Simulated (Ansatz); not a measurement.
Computed with Ansatz.

A structure relaxed at PBE0-D4/def2-TZVP, charge 0, multiplicity 1:

Cartesian coordinates in Å:
```
O 1.040 -1.716 -0.583
Si -0.339 -0.818 -0.661
Si 0.003 1.251 0.391
Cl -1.799 2.163 0.755
Cl 0.934 0.826 2.184
H 1.436 -1.837 0.282
H -0.651 -0.645 -2.099
H -1.486 -1.464 0.034
H 0.861 2.240 -0.302
```

Give its formula and SMILES.

Cl2H4OSi2, `O[SiH2][SiH](Cl)Cl`.

Summarise the bond lengths by kind.

1 × O–Si 1.648 Å; 1 × H–O 0.959 Å; 1 × Si–Si 2.346 Å; 3 × H–Si 1.481 to 1.489 Å; 2 × Cl–Si 2.052 to 2.064 Å.
